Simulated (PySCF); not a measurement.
## Rh²⁺ (rhodium, charge +2): UHF calculation

Configuration: [Kr] 4d7, high-spin 4F determinant. All numbers are calculated (PySCF 2.14, scalar relativity through the core potential, in aug-cc-pwCVDZ-PP with ECP28MDF (6s6p5d3f, 70 functions)).

```json
{"Total energy": "-108.564455 hartree", "One-electron energy": "-181.0187 hartree", "Hartree (Coulomb) energy": "82.6929 hartree", "Exchange energy": "-10.2387 hartree", "⟨S²⟩": "3.7544", "⟨L²⟩": "12.053", "Sum of ⟨r⟩": "18.69 bohr", "Sum of ⟨r²⟩": "27.32 bohr²"}
```

```json
{"shell": "4s α", "electrons": "1", "mean orbital energy (eV)": "-125.12", "spread (eV)": "0", "rms radius, mean of both spins (bohr)": "1.06"}
{"shell": "4s β", "electrons": "1", "mean orbital energy (eV)": "-119.38", "spread (eV)": "0", "rms radius, mean of both spins (bohr)": "1.06"}
{"shell": "4p α", "electrons": "3", "mean orbital energy (eV)": "-88.379", "spread (eV)": "0", "rms radius, mean of both spins (bohr)": "1.16"}
{"shell": "4p β", "electrons": "3", "mean orbital energy (eV)": "-81.210", "spread (eV)": "0", "rms radius, mean of both spins (bohr)": "1.16"}
{"shell": "4d α", "electrons": "5", "mean orbital energy (eV)": "-33.515", "spread (eV)": "1.176", "rms radius, mean of both spins (bohr)": "1.56"}
{"shell": "4d β", "electrons": "2", "mean orbital energy (eV)": "-30.886", "spread (eV)": "0", "rms radius, mean of both spins (bohr)": "1.56"}
```

Energies and moments cover only the electrons outside the core potential.
